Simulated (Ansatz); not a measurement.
`[Au][Au]` + H₂S → `[SH][Au]` + `[AuH]` at 600 K and 1 bar (cleavage of the Au–Au bond).

Gas-phase electronic energies from Ansatz, PBE0-D4/def2-TZVP geometries. CCSD(T)/CBS is the MP2 limit (def2-TZVPP, def2-QZVPP) plus CCSD(T) − MP2 in def2-TZVPP, frozen cores. This one scheme is used for every species. def2 core potentials past Kr. For Au outer-core shells are correlated without core-valence functions, which leaves a few kJ/mol of doubt a bond.

```tsv
species	CCSD(T)/CBS energy (Eh)	H − E (kJ/mol)	S (J/(mol·K))
`[Au][Au]`	-271.06425	22.5	296.3
H₂S	-398.97279	60.8	230.9
`[SH][Au]`	-533.91058	47.6	306.5
`[AuH]`	-136.10998	31.0	231.8
```

H − E and S are ideal-gas, rigid-rotor, harmonic terms from PBE0-D4/def2-TZVP. 1 Eh = 2625.50 kJ/mol, R = 8.31446 J/(mol·K).

**Question.** By hand: ΔE, ΔH, ΔS and ΔG.

**Answer.** ΔE = (-533.91058) + (-136.10998) − (-271.06425) − (-398.97279) = 0.01648 Eh = 43.3 kJ/mol. Δ(H − E) = 47.6 + 31.0 − 22.5 − 60.8 = -4.7, so ΔH = 38.6 kJ/mol. ΔS = 306.5 + 231.8 − 296.3 − 230.9 = 11.1 J/(mol·K). ΔG = 38.6 − 600 × (11.1)/1000 = 31.9 kJ/mol.

**Question.** By hand: the equilibrium constant, and the temperature at which ΔG would vanish if ΔH and ΔS stayed fixed.

**Answer.** log₁₀ K = −ΔG/(RT ln 10) = -2.8. ΔG = 0 at ΔH/ΔS = 3477 K, far beyond where these terms or the molecules hold.

The number of gas molecules stays the same, so ΔS is small and ΔH decides. A doubt of 5 kJ/mol in ΔE shifts log₁₀ K by 0.4 here. These are equilibria of isolated gas molecules and say nothing of rates. Largest T1 diagnostic: 0.027 (customary marks: 0.02 for closed shells, 0.045 for open ones).
